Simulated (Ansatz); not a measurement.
Z-matrix (Å, degrees):
```
Si
O 1 1.654
Si 1 2.339 2 103.5
N 1 1.709 2 115.4 3 121.1
H 1 1.491 2 110.4 3 -121.8
H 2 0.959 1 117.3 3 -177.8
H 3 1.488 1 112.3 2 -47.4
H 3 1.489 1 109.8 2 -168.2
H 3 1.491 1 109.8 2 73.3
H 4 1.005 1 122.7 2 104.2
H 4 1.005 1 124.1 2 -68.0
```

Total charge 0; spin multiplicity 1.

(1) List the PBE/def2-TZVPP orbital energies in eV (Ansatz). (Best estimate.)

Results:

(1) Ansatz gave: Occupied: -1779.94, -1779.13, -510.10, -380.09, -137.56, -136.93, -94.31, -94.29, -94.28, -93.65, -93.65, -93.64, -24.83, -21.11, -14.07, -12.65, -12.35, -11.72, -9.44, -8.72, -8.22, -8.19, -7.51, -6.89, -6.10. Lowest empty: -0.74, -0.33, 0.45, 0.49, 0.96, 1.15, 1.50, 1.62.
